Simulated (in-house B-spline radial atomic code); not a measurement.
Configurations of Rb2+, with energies counted from [Ar] 3d10 4s2 4p5. Computed with an all-electron radial atomic-structure program (B-spline basis): scalar-relativistic (X2C) PBE0, spin-polarised, spherical fractional occupations, Fermi nucleus of rms radius 4.2036 fm. Shells without spins written out take the highest spin.

Caution: exact exchange at fractional occupations of open shells leaves self-interaction of up to several eV.

Occupations are held fixed; configurations that lie above the ionisation limit could autoionise.

| configuration | E - E(ref) (eV) | highest orbital | its <r> (bohr) |
| --- | --- | --- | --- |
| [Ar] 3d10 4s2 4p4 4f1 | 31.575 | 4f up | 5.601 |
| [Ar] 3d10 4s2 4p(1 up, 3 down) 4f(1 up, 0 down) | 31.697 | 4f up | 5.759 |
| [Ar] 3d10 4s1 4p5 5p1 | 42.848 | 5p up | 4.115 |
| [Ar] 3d10 4s1 4p5 4f1 | 49.334 | 4f up | 5.577 |
| [Ar] 3d9 4s2 4p5 5s1 | 124.48 | 5s up | 3.403 |
| [Ne] 3s2 3p(3 up, 2 down) 3d10 4s2 4p6 | 222.99 | 4p down | 1.576 |
| [Ne] 3s2 3p5 3d10 4s2 4p5 5s1 | 247.72 | 5s up | 3.402 |

**Question.** Order these further configurations by energy, lowest first.
A. [Ar] 3d(4 up, 5 down) 4s2 4p6
B. [Ar] 3d9 4s2 4p5 4d1
C. [Ar] 3d10 4s1 4p5 5d1
D. [Ar] 3d(5 up, 4 down) 4s2 4p(3 up, 2 down) 5f(1 up, 0 down)
E. [Ar] 3d10 4s1 4p6

**Answer.** E (16.468 eV), C (47.853 eV), A (99.724 eV), B (124.09 eV), D (138.12 eV).

**Question.** How far above the reference does [Ne] 3s2 3p5 3d10 4s2 4p5 5p1 lie?

**Answer.** 252.12 eV; its least bound orbital is 5p up with <r> = 4.054 bohr.

**Question.** How far above the reference does [Ne] 3s2 3p5 3d10 4s2 4p5 4f1 lie?

**Answer.** 258.84 eV; its least bound orbital is 4f up with <r> = 5.612 bohr.
